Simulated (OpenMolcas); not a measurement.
Ag2+ (d9) in a complex was computed by SS-CASPT2, IPEA 0.25 Eh, imaginary shift 0.1 Eh with the d shell active (OpenMolcas, ANO-RCC-VDZP on the metal). Its lowest spin-free states, and all those of the highest spin:

```csv
2S+1,Degeneracy,E (cm-1)
2,2,0
2,3,9310
```

Q: Is the site octahedral, tetrahedral or cube-like, axial, or of lower symmetry?

A: The states with 2S+1 = 2 have orbital degeneracies 2, 3. Threefold states need a cubic site. For d9 at this spin an octahedron puts the twofold E below the threefold T2 and a tetrahedron or cube puts the threefold T2 below the twofold E, so the site is octahedral. The first gap at this spin, 9310 cm-1, is |10Dq| in ligand-field theory. The run had Ag2+ with 6 ligands (fluoride) in octahedral coordination (Oh) at 2.25 Å. A charge of +0.667 e stands 2.6 Å behind each ligand. Ligand basis ANO-RCC-VDZP.

Roots that are degenerate in the reference are averaged as groups; the widest CASPT2 spread within a group is 97 cm-1 (the 3-fold group of multiplicity 2 near 9310 cm-1 above the lowest state of its run). Shifts and gaps below about the spread of the groups concerned are not significant. Over all roots computed the reference weight is 0.70 to 0.71; a low but even weight reflects the number of correlated electrons. An orbital doublet at a regular site is open to a Jahn-Teller distortion, which this geometry leaves out. Ligand-to-metal charge-transfer states are missing. With one d shell and no ligand orbital active, 10Dq can be off by a tenth or more. Free-ion shares, where given, are those of the reference states; single-state CASPT2 does not remix them. No measured value stands beside these numbers; the geometry is a model, was not optimised and need not be the one that this ion takes.
